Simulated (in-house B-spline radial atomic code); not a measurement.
A fraction x of an electron is removed from 2p in Mg3+, starting from [He] 2s2 2p5 and keeping the highest spin. Level of theory: scalar-relativistic (X2C) revTPSS, spin-polarised, spherical fractional occupations, Fermi nucleus of rms radius 3.057 fm; calculated with a B-spline radial code for spherical atoms.

```json
{"x": "0", "E(x) - E(0) (eV)": "0.0000", "2p down level (eV)": "-94.711"}
{"x": "0.11", "E(x) - E(0) (eV)": "10.5943", "2p down level (eV)": "-97.917"}
{"x": "0.24", "E(x) - E(0) (eV)": "23.5714", "2p down level (eV)": "-101.738"}
{"x": "0.28", "E(x) - E(0) (eV)": "27.6646", "2p down level (eV)": "-102.920"}
{"x": "0.42", "E(x) - E(0) (eV)": "42.3645", "2p down level (eV)": "-107.085"}
{"x": "0.5", "E(x) - E(0) (eV)": "51.0271", "2p down level (eV)": "-109.481"}
{"x": "0.59", "E(x) - E(0) (eV)": "61.0021", "2p down level (eV)": "-112.190"}
{"x": "0.65", "E(x) - E(0) (eV)": "67.7879", "2p down level (eV)": "-114.004"}
{"x": "0.83", "E(x) - E(0) (eV)": "88.8006", "2p down level (eV)": "-119.479"}
{"x": "0.95", "E(x) - E(0) (eV)": "103.3584", "2p down level (eV)": "-123.154"}
{"x": "1", "E(x) - E(0) (eV)": "109.5545", "2p down level (eV)": "-124.690"}
```

The exact functional would give a straight line between the two integer points. Deviations E(x) - E(0) - x[E(1) - E(0)], in eV: -1.457 at x = 0.11, -2.722 at x = 0.24, -3.011 at x = 0.28, -3.648 at x = 0.42, -3.75 at x = 0.5, -3.635 at x = 0.59, -3.423 at x = 0.65, -2.13 at x = 0.83, -0.718 at x = 0.95.

The curve lies below the straight line by up to 3.75 eV (at x = 0.5): convex, the delocalisation error that favours fractional charges.

Problem. How well does Slater's transition state (minus the level at half occupation) give the ionisation energy?

Solution. It gives 109.481 eV against 109.555 eV from the two total energies; NIST lists 109.27 eV, ground level to ground level.
